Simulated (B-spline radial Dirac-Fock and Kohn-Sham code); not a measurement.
# Kohn-Sham estimates against Dirac-Fock for the levels of Ti

System: the free titanium atom, configuration [Ar] 3d2 4s1 4p1 (an excited configuration).

The density-functional columns are spherical, spin-unpolarised Dirac-Kohn-Sham results without Breit or QED terms: −ε is minus the orbital energy of the initial state and ΔSCF the difference of two total energies. The reference in the last column comes from Dirac-Fock (average of configuration) total-energy differences with a finite nucleus, the Breit interaction including its frequency dependence, and self-energy and vacuum-polarisation corrections. All numbers are from an atomic code on a B-spline grid, in eV; a selection of levels is shown.

| level | LDA −ε | LDA ΔSCF | Dirac-Fock |
| --- | --- | --- | --- |
| K | 4856.6 | 4984.8 | 4977.4 |
| L1 | 536.7 | 557.7 | 575.3 |
| L2 | 449.0 | 473.7 | 473.6 |
| L3 | 443.3 | 467.7 | 468.0 |
| M2 | 40.57 | 47.23 | 46.82 |
| M3 | 39.91 | 46.53 | 46.18 |
| M4,5 | 5.70 | 11.15 | 9.50 |
| N1 | 5.37 | 8.24 | 7.28 |
| N2,3 | 2.16 | 4.39 | 3.77 |

Values without a named source are computed, but for edge energies of neutral atoms, which are taken from tables.
